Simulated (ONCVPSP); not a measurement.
What one change does to a pseudopotential (Au (Z = 79), ONCV)

gold (Au), optimised norm-conserving Vanderbilt (ONCV), made with ONCVPSP 4.0.1 (LDA (Perdew-Zunger), fully relativistic). Core [Xe] 4f14, reference 5d10 6p1. Waves: s scattering state at 0.47 Ha: rc 2.60 bohr, ncon 3, nbas 7, qcut 1.9 1/bohr, 2 projectors, debl 3.7 Ha; 6p: rc 3.30 bohr, ncon 4, nbas 8, qcut 2.9 1/bohr, 2 projectors, debl 2.6 Ha; 5d: rc 1.90 bohr, ncon 5, nbas 10, qcut 9.7 1/bohr, 2 projectors, debl 3.2 Ha. Local part: polynomial inside 1.70 bohr (lpopt 5, dvloc0 1 Ha). Core correction: none.

Open shells are filled in proportion to 2j + 1.

In the s channel the program set the typed energies aside and used 0.050, 3.750 Ha.

Change: scalar-relativistic.

Cutoffs: the cutoffs (Ha) at which the residual kinetic energy of the hardest occupied pseudo-wave falls to 1 and 0.1 mHa per electron; they do not see the model core or the augmentation charge, which bear on the density cutoff. Errors are all-electron minus pseudo energies relative to the spin-unpolarised reference configuration.

Problem. Predict the effect on cutoff, ghosts and configuration errors.

Solution. The potential gets neither clearly harder nor softer (22 Ha and 26 Ha → 21 Ha and 25 Ha); of the 4 tests that both files solve, the error grows in 2 and shrinks in 0 by more than 15 % and 0.3 meV (median size 28.7 → 30.7 meV); neither file shows a bound ghost.

| quantity | base | changed |
| --- | --- | --- |
| cutoff, loose | 22 Ha | 21 Ha |
| cutoff, tight | 26 Ha | 25 Ha |
| loose cutoff by channel | p 2.2 Ha, d 22 Ha | p 2.1 Ha, d 21 Ha |
| bound ghosts | none | none |
| GHOST(+) flags under 300 eV | s at 55.2 eV, p3/2 at 71.1 eV, p1/2 at 80.7 eV | s at 55.3 eV, p at 73.8 eV |
| error for 5d10 6s1 6p0, meV [ΔE -5.34 → -5.40 eV] | +55 | +57 |
| error for 5d10 6p0, meV [ΔE 4.45 → 4.38 eV] | -2.5 | -4.5 |
| error for 5d9 6p0, meV [ΔE 25.97 → 25.88 eV] | -0.9 | -4.8 |
| error for 5d9 6s2 6p0, meV [ΔE -3.72 → -3.80 eV] | +225 | +232 |
| s: phases at 2.63 bohr within 0.05 rad from the reference energy up to (Ha; the scan ends near 5) | 1.3 | 1.3 |

Base: These tests converged, but a pseudo level misses the all-electron one widely, so the file describes the atom poorly there or has found another state: 5d10 6s1 6p0: empty 6p by 6.4 eV; 5d9 6s2 6p0: empty 6p by 14.3 eV.
